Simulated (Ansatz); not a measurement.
Consider the ligand exchange at the Sn–Cl bond: `[CH3][Sn]([SH])([Cl])[Cl]` + CH₃OH → `C[O][Sn]([CH3])([SH])[Cl]` + HCl.

Isolated molecules relaxed with PBE0-D4/def2-TZVP in Ansatz; ΔE leaves out vibrations. CBS: MP2 limit from def2 TZ/QZ plus the TZ coupled-cluster correction, frozen cores. This one scheme is used for every species. Functionals use def2-TZVPP. B3LYP here is the variant with VWN-RPA as its local correlation; programs differ in this. def2 core potentials past Kr. For Sn outer-core shells are correlated without core-valence functions, which leaves a few kJ/mol of doubt a bond. Each species was taken in one conformer, which may not be the lowest.

| level | ΔE (kcal/mol) | difference from CCSD(T)/CBS |
| --- | --- | --- |
| r2SCAN-D4 | 15.5 | 1.0 |
| PBE0-D4 | 16.9 | 2.4 |
| B3LYP-D4 | 15.5 | 1.0 |
| ωB97X-V | 15.3 | 0.8 |
| ωB97M-V | 15.8 | 1.3 |
| PBE | 16.1 | 1.6 |
| r2SCAN | 15.8 | 1.3 |
| B3LYP | 16.4 | 1.9 |
| HF/def2-TZVPP | 18.9 | 4.4 |
| SCS-MP2/def2-TZVPP | 14.2 | -0.3 |
| CCSD/def2-TZVPP | 14.5 | 0.0 |
| CCSD(T)/def2-TZVPP | 13.8 | -0.7 |
| SCS-MP2/def2-QZVPP | 14.7 | 0.2 |
| HF/CBS(def2) | 18.8 | 4.3 |
| MP2/CBS(def2) | 15.1 | 0.6 |
| CCSD/CBS(def2) | 15.2 | 0.7 |
| CCSD(T)/CBS | 14.5 | 0 |

Largest T1 diagnostic among the species: 0.012.

In def2-TZVPP, CCSD(T) changes the Hartree–Fock value by −5.1 kcal/mol (the triples alone add −0.7 kcal/mol) and MP2 by −4.5 kcal/mol. The D4 term adds −1.0 kcal/mol with B3LYP and −0.6 kcal/mol with PBE0; it sums over pairs of atoms, weighted by their polarisabilities, and B3LYP, whose exchange is more repulsive, gets the larger term.
